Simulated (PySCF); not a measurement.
PySCF job for Al(Cl)(OH)(SeH) (AlClH2OSe), SMILES [OH][Al]([Cl])[SeH], TDA-PBE0/def2-SVPD. Coordinates come from a r2SCAN-D4/def2-SVP optimisation. The structure was generated by enumeration; whether it is a known compound was not checked. The values are those of a single conformer.

```python
import numpy as np
from pyscf import gto, scf, dft, tdscf

mol = gto.M(
    atom='''
    Al    0.43403627   -0.63043416    0.00000000
    Cl   -0.97237470   -2.19154555    0.00000000
    O     2.10157170   -0.92547631    0.00000000
    H     2.53564150   -1.78301622    0.00000000
    Se   -0.28176120    1.54812903    0.00000000
    H     1.11956411    2.00235818    0.00000000
    ''',
    basis='def2-SVPD',
    charge=0,
    spin=0,
    symmetry=True,
    max_memory=1600,
    verbose=4,
)
mf = dft.RKS(mol, xc='pbe0').density_fit(auxbasis='def2-universal-jkfit')
mf.grids.level = 3
mf.conv_tol = 1e-9
mf.max_cycle = 100
mf.kernel()
mf.grids = dft.Grids(mol).set(level=1).build(with_non0tab=True)  # coarser grid for the response kernel
td = tdscf.TDA(mf)
td.singlet = True
td.nstates = 10
td.conv_tol = 1e-4
td.positive_eig_threshold = 1e-6
td.kernel(x0=td.get_init_guess(mf, 15))
td.analyze()
tt = tdscf.TDA(mf)
tt.singlet = False
tt.nstates = 4
tt.conv_tol = 1e-4
tt.positive_eig_threshold = 1e-6
tt.kernel(x0=tt.get_init_guess(mf, 9))
tt.analyze(verbose=3)
```

Output:

```
PySCF version 2.14.0

[INPUT] verbose = 4
[INPUT] num. atoms = 6
[INPUT] num. electrons = 74
[INPUT] charge = 0
[INPUT] spin (= nelec alpha-beta = 2S) = 0
[INPUT] symmetry True subgroup None
[INPUT] Mole.unit = angstrom
[INPUT] Symbol           X                Y                Z      unit          X                Y                Z       unit  Magmom
[INPUT]  1 Al     0.434036270000  -0.630434160000   0.000000000000 AA    0.820209678428  -1.191347901970   0.000000000000 Bohr   0.0
[INPUT]  2 Cl    -0.972374700000  -2.191545550000   0.000000000000 AA   -1.837521873456  -4.141420879009   0.000000000000 Bohr   0.0
[INPUT]  3 O      2.101571700000  -0.925476310000   0.000000000000 AA    3.971394944137  -1.748896760673   0.000000000000 Bohr   0.0
[INPUT]  4 H      2.535641500000  -1.783016220000   0.000000000000 AA    4.791667985081  -3.369412331457   0.000000000000 Bohr   0.0
[INPUT]  5 Se    -0.281761200000   1.548129030000   0.000000000000 AA   -0.532451500529   2.925539872189   0.000000000000 Bohr   0.0
[INPUT]  6 H      1.119564110000   2.002358180000   0.000000000000 AA    2.115669546792   3.783908563483   0.000000000000 Bohr   0.0

nuclear repulsion = 366.244196593854
point group symmetry = Cs
symmetry origin: [5.10736774e-10 1.78757900e-09 0.00000000e+00]
symmetry axis x: [ 1.00000000e+00 -7.72226196e-10  0.00000000e+00]
symmetry axis y: [7.72226196e-10 1.00000000e+00 0.00000000e+00]
symmetry axis z: [0. 0. 1.]
num. orbitals of irrep A' = 92
num. orbitals of irrep A" = 39
number of shells = 53
number of NR pGTOs = 223
number of NR cGTOs = 131
basis = def2-SVPD
ecp = {}


[settings echo left out]
init E= -3178.87103868752
HOMO (A") = -0.298712713135314  LUMO (A') = -0.0864092674381682  gap/eV = 5.77707
cycle= 1 E= -3179.48726995226  delta_E= -0.616  |g|= 0.752  |ddm|= 2.97
HOMO (A") = -0.206792477581812  LUMO (A') = -0.0345080784531424  gap/eV = 4.68810
cycle= 2 E= -3179.24457458418  delta_E= 0.243  |g|= 1.32  |ddm|= 2.34
HOMO (A") = -0.270408922059642  LUMO (A') = -0.0439454892983528  gap/eV = 6.16238
cycle= 3 E= -3179.59935043301  delta_E= -0.355  |g|= 0.118  |ddm|= 1.53
HOMO (A") = -0.280596646310686  LUMO (A') = -0.0421955416576294  gap/eV = 6.48722
cycle= 4 E= -3179.60268647304  delta_E= -0.00334  |g|= 0.0446  |ddm|= 0.236
HOMO (A") = -0.279021617265996  LUMO (A') = -0.0428201453685477  gap/eV = 6.42737
cycle= 5 E= -3179.60325104585  delta_E= -0.000565  |g|= 0.01  |ddm|= 0.071
HOMO (A") = -0.278589192226233  LUMO (A') = -0.042112391866123  gap/eV = 6.43486
cycle= 6 E= -3179.6032676178  delta_E= -1.66e-05  |g|= 0.00188  |ddm|= 0.0135
HOMO (A") = -0.278406056713488  LUMO (A') = -0.0422291350163904  gap/eV = 6.42670
cycle= 7 E= -3179.60326859763  delta_E= -9.8e-07  |g|= 0.000553  |ddm|= 0.0035
HOMO (A") = -0.278484894965387  LUMO (A') = -0.0422231889806932  gap/eV = 6.42901
cycle= 8 E= -3179.60326871127  delta_E= -1.14e-07  |g|= 7.28e-05  |ddm|= 0.00109
HOMO (A") = -0.27846944492354  LUMO (A') = -0.0422176221202699  gap/eV = 6.42874
cycle= 9 E= -3179.60326871285  delta_E= -1.58e-09  |g|= 2.89e-05  |ddm|= 0.000134
HOMO (A") = -0.278473162713835  LUMO (A') = -0.0422194193049172  gap/eV = 6.42879
cycle= 10 E= -3179.60326871305  delta_E= -1.98e-10  |g|= 7.12e-06  |ddm|= 4.54e-05
HOMO (A") = -0.278472928790791  LUMO (A') = -0.0422188220309283  gap/eV = 6.42880
Extra cycle  E= -3179.60326871305  delta_E= -5.46e-12  |g|= 9.18e-06  |ddm|= 2.16e-05
converged SCF energy = -3179.60326871305
tot grids = 30128
Overwritten attributes  positive_eig_threshold  of <class 'pyscf.tdscf.rks.TDA'>


******** <class 'pyscf.tdscf.rks.TDA'> for <class 'pyscf.df.df_jk.DFSymAdaptedRKS'> ********
nstates = 10 singlet
deg_eia_thresh = 1.000e-03
wfnsym = None
conv_tol = 0.0001
eigh lindep = 1e-12
eigh level_shift = 0
eigh max_cycle = 100


Excitation energies (eV)
[5.20681856 5.83742384 6.10013555 7.01533813 7.04424714 7.11269348
 7.29418098 7.29840878 7.39804526 7.60534114]

** Singlet excitation energies and oscillator strengths **
Excited State   1:   A"      5.20682 eV    238.12 nm  f=0.0402
      37 -> 38       -0.69679
Excited State   2:   A"      5.83742 eV    212.40 nm  f=0.0052
      37 -> 40        0.69814
Excited State   3:   A'      6.10014 eV    203.25 nm  f=0.0465
      36 -> 38       -0.23792
      37 -> 39       -0.64798
Excited State   4:   A'      7.01534 eV    176.73 nm  f=0.1555
      35 -> 38        0.46570
      36 -> 38       -0.48984
      37 -> 39        0.11460
Excited State   5:   A"      7.04425 eV    176.01 nm  f=0.0004
      34 -> 38        0.59809
      37 -> 41        0.32903
Excited State   6:   A"      7.11269 eV    174.31 nm  f=0.0038
      34 -> 38        0.34283
      37 -> 41       -0.58607
      37 -> 45        0.11997
Excited State   7:   A'      7.29418 eV    169.98 nm  f=0.2928
      35 -> 38        0.49122
      36 -> 38        0.38735
      36 -> 40        0.21547
      37 -> 39       -0.13868
Excited State   8:   A"      7.29841 eV    169.88 nm  f=0.0013
      33 -> 38        0.13413
      35 -> 39       -0.12270
      36 -> 39        0.64834
      37 -> 42       -0.14618
Excited State   9:   A"      7.39805 eV    167.59 nm  f=0.0140
      36 -> 39       -0.14524
      37 -> 42       -0.65897
      37 -> 43        0.12256
Excited State  10:   A"      7.60534 eV    163.02 nm  f=0.0322
      33 -> 38        0.41283
      35 -> 39        0.55493

** Transition electric dipole moments (AU) **
state          X           Y           Z        Dip. S.      Osc.
  1         0.0000     -0.0000     -0.5615      0.3153      0.0402
  2        -0.0000      0.0000      0.1913      0.0366      0.0052
  3        -0.0818      0.5518     -0.0000      0.3112      0.0465
  4         0.4863     -0.8175      0.0000      0.9048      0.1555
  5        -0.0000      0.0000     -0.0474      0.0022      0.0004
  6         0.0000      0.0000      0.1467      0.0215      0.0038
  7        -0.1758      1.2678     -0.0000      1.6383      0.2928
  8        -0.0000     -0.0000      0.0847      0.0072      0.0013
  9        -0.0000     -0.0000      0.2781      0.0774      0.0140
 10         0.0000     -0.0000      0.4155      0.1727      0.0322

** Transition velocity dipole moments (imaginary part, AU) **
state          X           Y           Z        Dip. S.      Osc.
  1         0.0000      0.0000     -0.0696      0.0048      0.0169
  2        -0.0000      0.0000      0.0778      0.0060      0.0188
  3         0.0086      0.0482      0.0000      0.0024      0.0071
  4         0.1163     -0.1752      0.0000      0.0442      0.1144
  5        -0.0000      0.0000     -0.0107      0.0001      0.0003
  6        -0.0000      0.0000      0.0434      0.0019      0.0048
  7        -0.0218      0.2730     -0.0000      0.0750      0.1866
  8         0.0000     -0.0000      0.0638      0.0041      0.0101
  9         0.0000     -0.0000      0.0634      0.0040      0.0099
 10        -0.0000     -0.0000      0.1103      0.0122      0.0290

** Transition magnetic dipole moments (imaginary part, AU) **
state          X           Y           Z
  1         0.5231      0.1966     -0.0000
  2        -0.4919      0.3984     -0.0000
  3        -0.0000     -0.0000      0.0043
  4         0.0000     -0.0000     -0.5239
  5         0.2426     -0.7123      0.0000
  6         0.0452     -0.2541     -0.0000
  7         0.0000     -0.0000     -0.6698
  8         0.8661      0.2514     -0.0000
  9        -0.1626     -0.2247     -0.0000
 10         0.6530     -0.0261      0.0000


******** <class 'pyscf.tdscf.rks.TDA'> for <class 'pyscf.df.df_jk.DFSymAdaptedRKS'> ********
nstates = 4 triplet
deg_eia_thresh = 1.000e-03
wfnsym = None
conv_tol = 0.0001
eigh lindep = 1e-12
eigh level_shift = 0
eigh max_cycle = 100


Excitation energies (eV)
[4.87002451 5.28359777 5.33229531 6.32392567]

** Triplet excitation energies and oscillator strengths **
Excited State   1:   A"      4.87002 eV    254.59 nm  f=0.0000
Excited State   2:   A'      5.28360 eV    234.66 nm  f=0.0000
Excited State   3:   A"      5.33230 eV    232.52 nm  f=0.0000
Excited State   4:   A'      6.32393 eV    196.06 nm  f=0.0000
```

The calculation finished and met its thresholds.

Cost: very roughly 90 core-seconds.
